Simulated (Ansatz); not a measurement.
Cost and result for the atomization energy of `NC/C(F)=N/[SiH3]` (13 atoms, 12 bonds).

```xyz
13

N    -1.453   -0.154   -1.846
C    -0.480    0.830   -1.459
C     0.260    0.558   -0.180
F     1.142    1.565    0.062
N     0.125   -0.415    0.571
Si    0.911   -0.839    2.057
H    -2.146   -0.261   -1.115
H    -1.009   -1.060   -1.939
H     0.268    0.953   -2.249
H    -0.955    1.812   -1.359
H     1.933    0.135    2.523
H     1.554   -2.159    1.846
H    -0.149   -0.966    3.087
```

The species carries charge 0 and has multiplicity 1. The structure was optimised at the PBE0-D4/def2-TZVP level. It is one conformer, not always the lowest. Program: Ansatz. All runs use 2 threads of an AMD EPYC 7R13 on a shared host and a share of an NVIDIA H100 80 GB. Times are those of one run each, without the atoms' runs, and a repeat can differ threefold. Electronic energies, without spin–orbit coupling; frozen cores. CCSD(T)/CBS adds CCSD(T) − MP2 in def2-TZVPP to the MP2 limit, and its time is that of the two runs behind it. T1 = 0.013. B3LYP takes the VWN-RPA correlation (the form of Gaussian; ORCA's B3LYP/G).

CCSD(T)/CBS is a level of theory with its own doubt, some kJ/mol a heavy atom from the limit and from the frozen cores, so smaller differences don't rank the functionals.

```json
{"level": "PBE0-D4/def2-TZVPP", "functions": "295", "wall time": "1.7 s"}
{"level": "B3LYP-D4/def2-TZVPP (with forces)", "functions": "295", "wall time": "2.2 s"}
{"level": "B2PLYP/def2-TZVPP", "functions": "295", "wall time": "2.5 s"}
{"level": "PBE-D4/def2-TZVPP (with forces)", "functions": "295", "wall time": "2.5 s"}
{"level": "ωB97X-V/def2-TZVPP", "functions": "295", "wall time": "2.6 s"}
{"level": "r2SCAN-D4/def2-TZVPP (with forces)", "functions": "295", "wall time": "2.7 s"}
{"level": "ωB97M-V/def2-TZVPP (with forces)", "functions": "295", "wall time": "3.4 s"}
{"level": "CCSD(T)/def2-TZVPP", "functions": "295", "wall time": "4.8 s"}
{"level": "MP2/def2-QZVPP", "functions": "565", "wall time": "6 s"}
{"level": "CCSD(T)/CBS(def2)", "functions": "–", "wall time": "11 s"}
```

Task: What atomization energy does each give, and how far from CCSD(T)/CBS? (Best estimate.)

Result: The calculation gave: 
```tsv
level	atomization (kcal/mol)	difference from CCSD(T)/CBS	per bond
PBE0-D4/def2-TZVPP	1151.4	4.6	0.4
B3LYP-D4/def2-TZVPP (with forces)	1153.5	6.7	0.6
B2PLYP/def2-TZVPP	1138.1	-8.7	-0.7
PBE-D4/def2-TZVPP (with forces)	1180.1	33.3	2.8
ωB97X-V/def2-TZVPP	1156.4	9.6	0.8
r2SCAN-D4/def2-TZVPP (with forces)	1148.2	1.4	0.1
ωB97M-V/def2-TZVPP (with forces)	1154.7	7.9	0.7
CCSD(T)/def2-TZVPP	1112.7	-34.1	-2.8
MP2/def2-QZVPP	1152.4	5.6	0.5
CCSD(T)/CBS(def2)	1146.8	0.0	0.0
```

From PBE to PBE0 (25 % exact exchange), in def2-TZVPP and without D4, the atomization energy moves by −27.7 kcal/mol: exact exchange takes away binding that semilocal exchange gives to molecules. In def2-TZVPP, CCSD(T) changes the Hartree–Fock value by +315.6 kcal/mol (the triples alone add +19.6 kcal/mol) and MP2 by +334.9 kcal/mol; breaking electron pairs costs correlation energy, which Hartree–Fock lacks. The D4 term adds +9.7 kcal/mol with B3LYP and +5.1 kcal/mol with PBE0; it sums over pairs of atoms, weighted by their polarisabilities, and B3LYP, whose exchange is more repulsive, gets the larger term.
